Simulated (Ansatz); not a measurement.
Steps of a relaxation of `C[SiH2][SiH2]N` with RKS PBE0-D4/def2-TZVP.

```sh
$ ansatz run in.yaml --threads 4 --pin off --events-out ev --progress --plain --max-ram 10444MiB
```

```yaml
crystal:
  periodic: [false, false, false]
  atoms:
    - {symbol: C, position_ang: [-0.382739, 2.208020, -0.603699]}
    - {symbol: Si, position_ang: [-0.894205, 0.519997, 0.100300]}
    - {symbol: Si, position_ang: [0.938447, -0.954691, 0.175360]}
    - {symbol: N, position_ang: [0.379115, -2.519412, 0.735989]}
    - {symbol: H, position_ang: [0.373404, 2.689050, 0.049048]}
    - {symbol: H, position_ang: [-1.255881, 2.886899, -0.678540]}
    - {symbol: H, position_ang: [0.057313, 2.097788, -1.615219]}
    - {symbol: H, position_ang: [-1.473270, 0.685715, 1.483021]}
    - {symbol: H, position_ang: [-1.976249, -0.090693, -0.760135]}
    - {symbol: H, position_ang: [1.617477, -0.915414, -1.185536]}
    - {symbol: H, position_ang: [1.969920, -0.464764, 1.160378]}
    - {symbol: H, position_ang: [1.083608, -3.242251, 0.910867]}
    - {symbol: H, position_ang: [-0.416640, -2.934843, 0.242965]}
basis:
  gaussian: {orbitals: def2-TZVP}
hamiltonian: {xc: pbe0, dispersion: d4}
relax: {f_tol: 0.005, max_steps: 150}
```

Positions (Å) and forces (eV/Å) along the path, 10 of 10 steps:

```xyz
13
step=1 energy=-18421.7214 eV
C    -0.383    2.208   -0.604    0.048    0.169   -0.072
Si   -0.894    0.520    0.100   -0.122    0.147   -0.013
Si    0.938   -0.955    0.175    0.019   -0.201    0.111
N     0.379   -2.519    0.736    0.177   -0.197   -0.440
H     0.373    2.689    0.049   -0.362   -0.231   -0.312
H    -1.256    2.887   -0.679    0.419   -0.328    0.041
H     0.057    2.098   -1.615   -0.214    0.046    0.485
H    -1.473    0.686    1.483    0.116   -0.023   -0.284
H    -1.976   -0.091   -0.760    0.217    0.126    0.163
H     1.617   -0.915   -1.186   -0.152   -0.089    0.320
H     1.970   -0.465    1.160   -0.206   -0.139   -0.203
H     1.084   -3.242    0.911   -0.437    0.451   -0.106
H    -0.417   -2.935    0.243    0.499    0.268    0.309
13
step=2 energy=-18421.7658 eV
C    -0.383    2.197   -0.603    0.014    0.008   -0.004
Si   -0.897    0.525    0.104   -0.043    0.134   -0.030
Si    0.925   -0.942    0.186    0.048   -0.285    0.077
N     0.388   -2.511    0.723    0.059    0.061   -0.206
H     0.374    2.670    0.035   -0.104   -0.063   -0.088
H    -1.242    2.875   -0.673    0.113   -0.097    0.015
H     0.044    2.081   -1.607   -0.062    0.013    0.137
H    -1.473    0.699    1.472    0.026   -0.009   -0.067
H    -1.968   -0.077   -0.752    0.057    0.018    0.044
H     1.605   -0.931   -1.156   -0.049    0.018    0.064
H     1.955   -0.478    1.163   -0.061   -0.001   -0.042
H     1.091   -3.221    0.887   -0.116    0.135   -0.004
H    -0.398   -2.923    0.234    0.116    0.070    0.105
13
step=3 energy=-18421.7712 eV
C    -0.383    2.190   -0.600   -0.022   -0.030    0.012
Si   -0.887    0.523    0.105    0.030    0.032   -0.023
Si    0.935   -0.944    0.182   -0.084   -0.064    0.059
N     0.381   -2.498    0.713    0.088    0.072   -0.083
H     0.369    2.665    0.032    0.019    0.011    0.014
H    -1.244    2.859   -0.665   -0.018    0.023   -0.003
H     0.037    2.076   -1.601    0.010   -0.001   -0.025
H    -1.464    0.695    1.467   -0.005   -0.004    0.018
H    -1.950   -0.086   -0.748   -0.019   -0.009   -0.010
H     1.607   -0.927   -1.158    0.019    0.004   -0.004
H     1.953   -0.474    1.161    0.020   -0.010    0.000
H     1.071   -3.210    0.898   -0.002   -0.016    0.030
H    -0.405   -2.905    0.228   -0.034   -0.008    0.015
13
step=4 energy=-18421.7703 eV rejected
C    -0.389    2.191   -0.605    0.007    0.035   -0.008
Si   -0.882    0.525    0.105   -0.013   -0.008    0.008
Si    0.942   -0.940    0.180   -0.059   -0.168    0.005
N     0.403   -2.510    0.652    0.088    0.298    0.108
H     0.373    2.667    0.016    0.007   -0.007    0.002
H    -1.247    2.863   -0.659   -0.011   -0.006    0.000
H     0.019    2.078   -1.612    0.006   -0.002   -0.008
H    -1.454    0.697    1.470   -0.003   -0.003    0.007
H    -1.949   -0.088   -0.742   -0.008   -0.005   -0.002
H     1.630   -0.897   -1.149    0.035    0.043   -0.035
H     1.947   -0.488    1.180    0.031    0.009    0.018
H     1.053   -3.225    0.920    0.158   -0.107    0.042
H    -0.425   -2.908    0.258   -0.239   -0.079   -0.137
13
step=5 energy=-18421.7735 eV
C    -0.387    2.194   -0.603    0.003   -0.006    0.001
Si   -0.885    0.525    0.101   -0.001   -0.006    0.010
Si    0.935   -0.946    0.182    0.004   -0.010    0.004
N     0.391   -2.503    0.693   -0.020   -0.003   -0.029
H     0.371    2.666    0.025    0.009    0.005    0.004
H    -1.246    2.864   -0.660   -0.010    0.003    0.000
H     0.027    2.083   -1.607    0.004   -0.001   -0.011
H    -1.459    0.693    1.466   -0.006    0.003    0.006
H    -1.951   -0.085   -0.749   -0.005   -0.003   -0.004
H     1.619   -0.913   -1.152    0.006    0.002   -0.014
H     1.954   -0.486    1.167    0.005    0.007    0.010
H     1.069   -3.219    0.906    0.002    0.002    0.008
H    -0.417   -2.908    0.247    0.010    0.007    0.014
13
step=6 energy=-18421.7737 eV
C    -0.388    2.192   -0.606   -0.005   -0.003    0.004
Si   -0.883    0.525    0.105    0.005   -0.005   -0.017
Si    0.939   -0.944    0.184   -0.004    0.005    0.009
N     0.390   -2.504    0.680    0.007    0.007    0.001
H     0.385    2.660    0.007    0.000   -0.002    0.001
H    -1.245    2.867   -0.645   -0.002    0.002   -0.005
H     0.005    2.080   -1.619    0.000   -0.001    0.001
H    -1.462    0.697    1.468    0.005   -0.001    0.003
H    -1.945   -0.092   -0.745   -0.006    0.007    0.002
H     1.632   -0.902   -1.146   -0.002    0.004    0.002
H     1.949   -0.489    1.181    0.006   -0.003    0.001
H     1.062   -3.219    0.909   -0.007   -0.006   -0.001
H    -0.421   -2.905    0.239    0.003   -0.003    0.000
13
step=7 energy=-18421.7738 eV
C    -0.389    2.189   -0.610    0.000   -0.001    0.003
Si   -0.881    0.526    0.110   -0.004   -0.001   -0.003
Si    0.941   -0.943    0.191    0.003   -0.002   -0.009
N     0.390   -2.505    0.675   -0.002   -0.003    0.000
H     0.378    2.665    0.005    0.000    0.001    0.000
H    -1.249    2.861   -0.659    0.000    0.000   -0.001
H     0.011    2.072   -1.620    0.000   -0.002    0.000
H    -1.452    0.703    1.475    0.000    0.002    0.000
H    -1.949   -0.093   -0.732    0.000    0.001    0.002
H     1.637   -0.893   -1.137    0.000    0.001    0.002
H     1.949   -0.492    1.191    0.000   -0.003    0.003
H     1.059   -3.226    0.893    0.003    0.001    0.003
H    -0.425   -2.900    0.233    0.001    0.006   -0.001
13
step=8 energy=-18421.7739 eV
C    -0.390    2.189   -0.611   -0.001    0.000    0.000
Si   -0.881    0.526    0.111   -0.001    0.001    0.002
Si    0.941   -0.943    0.191    0.002    0.001   -0.001
N     0.389   -2.505    0.672   -0.001    0.001   -0.001
H     0.377    2.666    0.003    0.000    0.000    0.000
H    -1.250    2.860   -0.662    0.000    0.001   -0.001
H     0.011    2.070   -1.620    0.000   -0.001    0.000
H    -1.449    0.706    1.478    0.000   -0.001    0.000
H    -1.951   -0.093   -0.727    0.000    0.000    0.000
H     1.639   -0.889   -1.136    0.001    0.000    0.001
H     1.948   -0.496    1.194   -0.001   -0.001    0.000
H     1.057   -3.225    0.897    0.000   -0.001    0.000
H    -0.423   -2.901    0.226    0.001    0.000   -0.001
13
step=9 energy=-18421.7739 eV
C    -0.391    2.188   -0.614   -0.001    0.001    0.000
Si   -0.880    0.528    0.116    0.001    0.000    0.000
Si    0.942   -0.942    0.194    0.006   -0.001    0.002
N     0.387   -2.506    0.666   -0.001    0.001   -0.001
H     0.376    2.668   -0.003   -0.001    0.000   -0.001
H    -1.251    2.858   -0.668    0.001    0.000    0.000
H     0.009    2.064   -1.623   -0.001   -0.001    0.001
H    -1.443    0.711    1.484    0.000    0.000   -0.002
H    -1.953   -0.094   -0.717    0.000    0.000    0.001
H     1.645   -0.883   -1.130   -0.002    0.000    0.001
H     1.947   -0.501    1.202   -0.003   -0.001   -0.001
H     1.054   -3.226    0.895   -0.002    0.001   -0.001
H    -0.422   -2.900    0.214    0.002   -0.001    0.001
13
step=10 energy=-18421.7739 eV
C    -0.392    2.187   -0.616    0.002    0.000   -0.001
Si   -0.879    0.528    0.118   -0.003    0.002    0.001
Si    0.943   -0.941    0.196    0.002    0.000    0.001
N     0.386   -2.506    0.663    0.000    0.002    0.000
H     0.376    2.669   -0.007   -0.001    0.000   -0.002
H    -1.253    2.857   -0.670    0.001   -0.002    0.001
H     0.006    2.061   -1.625   -0.001    0.001    0.002
H    -1.440    0.715    1.486    0.001    0.000   -0.002
H    -1.953   -0.096   -0.712    0.001    0.000    0.000
H     1.648   -0.880   -1.127    0.000   -0.001    0.003
H     1.946   -0.503    1.208   -0.002   -0.002   -0.003
H     1.052   -3.228    0.892   -0.001    0.001   -0.001
H    -0.422   -2.899    0.208    0.001   -0.001    0.000
```

It took 27 s on 4 threads of an Arm Neoverse V2 on a shared host, with 0.47 GiB of host memory at the peak.
